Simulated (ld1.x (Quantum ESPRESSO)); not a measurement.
Pr ultrasoft: all-electron and pseudo phase curves

```
Element                 : Pr
Generator               : ld1.x (Quantum ESPRESSO) 7.5
Type                    : ultrasoft
Functional              : PW91
Relativity              : scalar-relativistic
Frozen core             : [Kr] 4d10
Valence charge          : 13
Reference configuration : 4f3 5s2 5p6 5d0 6s1.75 6p0.25
Partial waves           : 5s (bound): rcut 2.10, rcutus 2.30 bohr; 6s (bound): rcut 2.10, rcutus 2.30 bohr; 5p (bound): rcut 2.30, rcutus 2.60 bohr; 6p (bound): rcut 2.30, rcutus 2.60 bohr; 5d (bound, empty): rcut 3.75, rcutus 3.95 bohr; 5d channel at 0.45 Ry: rcut 3.75, rcutus 3.95 bohr; 4f (bound): rcut 1.25, rcutus 1.55 bohr; 4f channel at 0.3 Ry: rcut 1.25, rcutus 1.55 bohr
Local potential         : all-electron potential smoothed inside 3.35 bohr (lloc = -1)
Core correction         : Bessel-smoothed model core inside 1.00 bohr
Augmentation charge     : PSQ, radius 0.90 bohr
```

The phase is arctan(r·u′/u) with u = r·R(r), unwrapped; energies in Ry, scanned from -5 to 5 Ry. A pole is an energy at which the radial function vanishes at the test radius. The pseudo phase is shifted by a multiple of π to meet the all-electron one at the reference energy, and phase errors are pseudo minus all-electron; the curves can meet again beyond the range given. Levels narrower than the energy grid can be missing from the lists of poles.

```csv
channel,radius (bohr),reference energy (Ry),"poles, all-electron","poles, pseudo",unbroken range about the reference energy with phases within 0.05 rad,phase error 1 Ry above the reference energy (rad)
s,4.28,-0.27,"-2.89, 0.47, 3.86","-2.89, 0.47, 3.70",below 1.8,-0.001
p,4.28,-0.10,"-1.59, 1.11, 4.69","-1.59, 1.11, 4.21",below 2.3,-0.001
d,4.28,-0.17,"0.04, 2.36","0.04, 1.45",below 0.8,-0.113
f,4.28,-0.12,"-0.10, 1.62, 4.30","-0.10, 1.63, 4.54",below 2.5,+0.001
```

Phases in the s channel:

```csv
E (Ry),all-electron,pseudo
-5.00,1.461,1.461
-4.48,1.454,1.454
-3.96,1.445,1.445
-3.44,1.434,1.434
-2.92,1.397,1.397
-2.40,-1.739,-1.739
-1.88,-1.769,-1.769
-1.36,-1.824,-1.824
-0.84,-1.966,-1.966
-0.32,-3.218,-3.218
0.20,-4.600,-4.600
0.72,-4.779,-4.780
1.24,-4.921,-4.924
1.76,-5.405,-5.446
2.28,-7.415,-7.452
2.80,-7.713,-7.726
3.32,-7.802,-7.813
3.84,-7.853,-7.867
4.36,-7.895,-7.921
4.88,-7.945,-8.020
```
